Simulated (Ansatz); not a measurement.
C4Cl3CoO4Si, SMILES `[O+]#[C][Co-4]([C]#[O+])([C]#[O+])([C]#[O+])[Si](Cl)(Cl)Cl`, relaxed with RKS PBE0-D4/def2-TZVP in Ansatz from a GFN2-xTB geometry. The force threshold is 0.005 eV/Å; the program also tests the step.

Total charge 0; spin multiplicity 1.

Start:

```xyz
13

O    -1.772    0.739    2.417
C    -1.186    0.198    1.607
Co   -0.271   -0.627    0.342
C     1.012   -0.952    1.527
O     1.859   -1.115    2.268
C     0.526   -1.735   -0.780
O     1.043   -2.434   -1.513
C    -1.782   -0.845   -0.566
O    -2.738   -0.938   -1.176
Si    0.591    1.390   -0.734
Cl   -0.220    3.179   -0.086
Cl    2.628    1.683   -0.522
Cl    0.308    1.457   -2.783
```

Problem. How much energy does the relaxation release, and in how many steps? (An estimate is asked.)

Solution. Ansatz gave: 79.77 kJ/mol, in 22 steps.

Problem. Which bonds change most? (Best estimate.)

Solution. Computed: Co3–Si10 from 2.444 to 2.277 Å; C2–Co3 from 1.766 to 1.788 Å; Co3–C6 from 1.766 to 1.788 Å; Si10–Cl13 from 2.070 to 2.051 Å.

Problem. Give the relaxed structure. (Best estimate.)

Solution. Computed: 
```xyz
13

O     0.252    1.469    2.526
C     0.142    0.724    1.679
Co   -0.034   -0.488    0.377
C    -0.133   -1.902    1.469
O    -0.196   -2.796    2.159
C     1.425   -1.043   -0.494
O     2.351   -1.421   -1.029
C    -1.638   -0.735   -0.371
O    -2.660   -0.917   -0.827
Si    0.091    1.311   -1.013
Cl   -1.411    2.668   -0.677
Cl    1.852    2.342   -0.808
Cl   -0.041    0.787   -2.991
```
